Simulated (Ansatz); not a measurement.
Relaxation of BH8OPSi2 (13 atoms, charge 0, multiplicity 1), to a largest force component of 0.015 eV/Å in at most 40 steps.

The calculation used Ansatz, RKS PBE0/6-31G.

```xyz
13
Properties=species:S:1:pos:R:3
B -1.228 1.333 0.949
Si -0.210 0.209 -0.183
O -1.123 -0.186 -1.612
Si 0.361 -1.639 0.943
P 1.664 1.240 -0.757
H -1.562 1.062 2.033
H -1.610 2.426 0.527
H -0.445 -0.756 -2.124
H 1.105 -2.514 0.139
H 1.043 -1.296 2.182
H -0.968 -2.336 1.342
H 2.043 0.266 -1.722
H 0.952 2.156 -1.701
```

Q: Where does it end, and by what steps?

A: The forces met the threshold. Limits of this set-up: no polarisation functions. After 12 steps the energy has fallen by 0.957 eV; H7 moved furthest, 1.14 Å.

| step | energy less start (eV) | largest force component (eV/Å) | accepted |
| --- | --- | --- | --- |
| 0 | 0.0000 | 2.527 | yes |
| 1 | -0.6927 | 1.039 | yes |
| 2 | -0.8417 | 0.296 | yes |
| 3 | -0.8918 | 0.205 | yes |
| 4 | -0.9213 | 0.105 | yes |
| 5 | -0.9220 | 0.543 | yes |
| 6 | -0.9378 | 0.451 | yes |
| 7 | -0.9498 | 0.079 | yes |
| 8 | -0.9548 | 0.114 | yes |
| 9 | -0.9536 | 0.143 | no |
| 10 | -0.9560 | 0.061 | yes |
| 11 | -0.9566 | 0.032 | yes |
| 12 | -0.9567 | 0.006 | yes |

```xyz
13
Properties=species:S:1:pos:R:3
B -1.358 1.455 0.916
Si -0.248 0.239 -0.220
O -1.150 -0.135 -1.670
Si 0.287 -1.753 0.966
P 1.811 1.275 -0.625
H -0.883 1.914 1.913
H -2.490 1.704 0.631
H -0.803 -0.737 -2.346
H 1.119 -2.661 0.099
H 1.067 -1.417 2.206
H -0.965 -2.488 1.358
H 2.289 0.331 -1.614
H 1.345 2.238 -1.599
```

Whether the end is a true minimum wasn't checked by a vibrational analysis.

Run time: 3.6 min on 1 thread of Intel(R) Xeon(R) Processor @ 2.50GHz (Skylake/Cascade Lake) (shared host), peak memory 0.18 GiB.
